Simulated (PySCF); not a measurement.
C₂H₂BF₃, SMILES F/C=C\B(F)F.

The structure is a stationary point at PBE-D3(BJ)/def2-SVP. The structure was generated by enumeration; whether it is a known compound was not checked. One conformer was computed; it need not be the lowest.

Two levels are set side by side: TDA-PBE/def2-SVPD (PySCF) and TDA-ωB97X/def2-SVPD (PySCF). Vertical, same geometry. The lowest singlet is HOMO−1→LUMO 99 % with PBE and HOMO→LUMO 93 % with the other functional; states are paired by order. Differences are taken from unrounded values.

```
quantity                               TDA-ωB97X
-------------------------------------  ---------
lowest singlet excitation (eV)              6.97
lowest triplet excitation (TDA) (eV)        3.90
first bright state (f over 0.05) (eV)       6.97
its oscillator strength                     0.47
```

Problem. What does TDA-PBE give, and how far is it from TDA-ωB97X? (The exact figures need the calculation; the answer reports its results.)

Solution. 
| quantity | TDA-PBE | TDA-PBE minus TDA-ωB97X |
|---|---|---|
| lowest singlet excitation (eV) | 6.44 | -0.53 |
| lowest triplet excitation (TDA) (eV) | 3.85 | -0.05 |
| first bright state (f over 0.05) (eV) | 6.55 | -0.42 |
| its oscillator strength | 0.40 | -0.07 |

A lower first singlet is the usual sign of a functional without exact exchange. Differences between two approximate levels are no errors against the true value.

Rough cost on one machine, each run with all the roots and properties that it gave: TDA-ωB97X against TDA-PBE about 4 times.
